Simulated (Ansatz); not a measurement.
A nudged elastic band was laid between two geometries of CH₈NSbSiSn (13 atoms, charge 0, multiplicity 1).

Level of theory: RKS BHLYP/def2-SVP in Ansatz 0.2.0.

```json
{
 "movable images": "9",
 "climbing image": "yes",
 "spring": "5.0 eV/Å²",
 "optimiser": "quadratic models (default)",
 "start path": "IDPP",
 "force threshold": "0.05 eV/Å",
 "iteration limit": "18",
 "end points": "relaxed"
}
```

Initial state:

```xyz
13
Properties=species:S:1:pos:R:3
Si -2.040 0.477 1.079
C -0.466 0.122 0.060
Sb 0.409 1.927 -1.009
N -0.024 -1.047 0.048
Sn 1.644 -1.850 -0.883
H -2.893 1.433 0.326
H -1.641 1.115 2.358
H -2.784 -0.775 1.342
H -0.215 2.983 0.180
H 1.897 1.784 -0.180
H 1.112 -3.329 -1.533
H 2.210 -0.793 -2.107
H 2.812 -2.081 0.334
```

Final state:

```xyz
13
Properties=species:S:1:pos:R:3
Si -2.260 0.529 0.379
C -0.403 0.114 0.243
Sb 1.000 1.800 0.837
N -0.085 -1.026 -0.158
Sn 1.769 -1.887 -0.488
H -2.484 1.335 1.606
H -3.068 -0.709 0.428
H -2.647 1.349 -0.794
H -0.158 2.976 0.397
H 1.724 1.847 -0.710
H 1.674 -3.422 0.237
H 1.946 -1.998 -2.177
H 3.012 -0.942 0.217
```

Which bonds break or form, and what moves?

No bond is made or broken. The height of Sb3 over the plane of its neighbours goes from 1.03 to -1.03 Å.

What energy profile does the band end with?

The run converged. The highest image is number 5 of 0 to 10, 36.7 kcal/mol above the ends, which have the same energy within 2 meV. Neighbouring images differ by up to 1.3 eV, so the band resolves the path poorly. A vibrational analysis at the climbing image gives one clearly imaginary mode, 764i cm⁻¹, and a faint second one (26i cm⁻¹) that may be numerical noise or a soft torsion: probably a first-order saddle point.

| image | path coordinate (Å) | energy (kcal/mol) | height of Sb3 over the plane of its neighbours (Å) |
| --- | --- | --- | --- |
| 0 | 0.00 | 0.0 | 1.03 |
| 1 | 0.83 | 0.1 | 1.03 |
| 2 | 1.66 | 0.3 | 1.03 |
| 3 | 2.49 | 0.5 | 1.02 |
| 4 | 3.32 | 5.9 | 0.81 |
| 5 | 4.15 | 36.7 | 0.00 |
| 6 | 4.95 | 6.4 | -0.80 |
| 7 | 5.75 | 0.5 | -1.02 |
| 8 | 6.56 | 0.2 | -1.03 |
| 9 | 7.36 | 0.1 | -1.03 |
| 10 | 8.16 | 0.0 | -1.03 |

What is the geometry of the highest image?


```xyz
13
Properties=species:S:1:pos:R:3
Si -2.291 0.350 0.795
C -0.532 -0.029 0.194
Sb 0.516 1.986 -0.274
N -0.008 -1.118 0.056
Sn 1.805 -1.905 -0.545
H -2.449 1.816 0.828
H -2.460 -0.237 2.142
H -3.247 -0.270 -0.147
H -0.001 3.576 -0.139
H 2.089 2.060 -0.870
H 1.623 -3.576 -0.320
H 1.994 -1.469 -2.177
H 2.982 -1.219 0.472
```

The run took 16 min on 2 threads of Arm Neoverse V1, on a shared host, peak memory 0.48 GiB.
